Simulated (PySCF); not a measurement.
Input file for PySCF: U-HF/LANL2DZ on FISi (SMILES F[Si]I), a point of a bond scan (R = 2.415 Å).

```python
from pyscf import gto, scf, dft, mp
from pyscf.data.elements import chemcore

mol = gto.M(
    atom='''
    Si    0.72542197    1.01948837    1.18893518
    F     1.37867864    2.73583434   -0.37920163
    I    -0.38875935   -0.63672280   -0.33842808
    ''',
    basis='lanl2dz',
    ecp={'I': 'lanl2dz', 'Si': 'lanl2dz'},
    charge=0, spin=0, verbose=3, max_memory=1800)
mf = scf.UHF(mol)
mf.conv_tol = 1e-8
mf.max_cycle = 100
mf.init_guess_breaksym = True
mf.kernel()
if not mf.converged:
    mf = mf.newton().run(mf.mo_coeff, mf.mo_occ)
for _ in range(4):
    mo, _, stable, _ = mf.stability(return_status=True)
    if stable:
        break
    mf.kernel(mf.make_rdm1(mo, mf.mo_occ))
```

Task: Give the final energy of this run.

Result: -114.2887 hartree. Its determinant has ⟨S²⟩ = 0.48, a mixture of spin states.
